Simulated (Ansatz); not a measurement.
Cs4Cl4⁻. Charge -1, multiplicity 2. Geometry PBE-D4/def2-SVPD; atoms count from 1.

```xyz
8

Cs   -2.003   -1.926    1.110
Cs    2.766    2.648   -0.614
Cs    0.513    1.236    3.642
Cs    0.003   -0.449   -2.957
Cl    0.385    0.435    0.346
Cl   -1.746   -1.016    4.296
Cl    2.362    1.763   -3.725
Cl   -2.279   -2.690   -2.099
```

In the def2 sets Cs takes a core potential; there is no spin–orbit coupling. The structure comes from a short search, and lower isomers may exist.

Question: Estimate the Mulliken populations from the PBE0/def2-TZVPD orbitals of Ansatz.

Answer: 
```json
{"atom": "Cs1", "charge (e)": "1.12", "spin (α − β)": "-0.19"}
{"atom": "Cs2", "charge (e)": "0.21", "spin (α − β)": "0.72"}
{"atom": "Cs3", "charge (e)": "0.21", "spin (α − β)": "0.72"}
{"atom": "Cs4", "charge (e)": "1.12", "spin (α − β)": "-0.19"}
{"atom": "Cl5", "charge (e)": "-0.73", "spin (α − β)": "-0.05"}
{"atom": "Cl6", "charge (e)": "-0.97", "spin (α − β)": "0.00"}
{"atom": "Cl7", "charge (e)": "-0.97", "spin (α − β)": "0.00"}
{"atom": "Cl8", "charge (e)": "-0.97", "spin (α − β)": "0.00"}
```
Mulliken values and Mayer orders depend strongly on the basis. With diffuse functions, as here, like atoms can get unlike values, and bond orders can come out too low or too high.

Question: Where does the spin sit?

Answer: Summed by element: Cs 1.06, Cl -0.06, of 1 unpaired in all. Largest on single atoms: Cs3 0.72, Cs2 0.72, Cs4 -0.19.

Question: And the Mayer bond orders between bonded heavy atoms (over 0.3)?

Answer: Cs2–Cs3 1.02 (5.02 Å).
